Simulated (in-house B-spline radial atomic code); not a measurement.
Radial electron density of Rb⁶⁺, [Ar] 3d10 4s2 4p1. All numbers are computed (scalar-relativistic (X2C) LC-wPBE, spin-polarised, spherical fractional occupations, exact exchange averaged over the configuration; Fermi nucleus of rms radius 4.2036 fm) with a radial B-spline atomic code at the basis-set limit, not measured.

One-electron X2C: radii and densities carry no picture-change correction, so inner-shell <1/r> comes out high (for 1s by about 2 % at Z = 33, 5 % at 54, 10 % at 75, 30 % at 118) and <r> low.

Columns: r (bohr), 4πr²n(r) (electrons per bohr), bar.

```
 0.00143    1.322 #
 0.00173    1.824 #
  0.0021     2.52 ##
 0.00256    3.488 ###
  0.0031    4.746 ####
 0.00377    6.451 #####
 0.00458     8.67 #######
 0.00556     11.5 #########
 0.00675    15.04 ############
 0.00819    19.32 ###############
 0.00995    24.32 ###################
  0.0121    29.87 ########################
  0.0147    35.49 ############################
  0.0178    40.52 ################################
  0.0216    44.37 ###################################
  0.0263    46.22 #####################################
  0.0319    45.63 ####################################
  0.0387    43.02 ##################################
  0.0471    39.69 ###############################
  0.0571    37.93 ##############################
  0.0694    39.64 ###############################
  0.0843    45.14 ####################################
   0.102     51.8 #########################################
   0.124    55.49 ############################################
   0.151    52.35 ##########################################
   0.183    43.52 ###################################
   0.222    34.54 ###########################
    0.27    31.53 #########################
   0.328    35.08 ############################
   0.398    38.93 ###############################
   0.484     36.5 #############################
   0.587    27.39 ######################
   0.713    16.56 #############
   0.866    8.942 #######
    1.05    5.346 ####
    1.28    3.679 ###
    1.55    2.337 ##
    1.88    1.092 #
    2.29    0.331 
    2.78  0.06333 
    3.37 0.006961 
     4.1 0.0003782 
    4.97 9.083e-06
```

On this grid the curve has 3 maxima, near 0.0263, 0.124, 0.398 bohr.

The 4p up radial function P(r) = rR(r), positive near the nucleus:

```
r (bohr)         P
  0.0021   0.00135
  0.0031    0.0027
 0.00458  0.005422
 0.00675    0.0108
 0.00995   0.02127
  0.0147   0.04114
  0.0216   0.07602
  0.0319    0.1336
  0.0471    0.2139
  0.0694    0.2944
   0.102    0.3116
   0.151    0.1661
   0.222   -0.1635
   0.328   -0.4772
   0.484   -0.3808
   0.713    0.2258
    1.05    0.8565
    1.55    0.8861
    2.29    0.3943
    3.37    0.0662
    4.97  0.002709
```
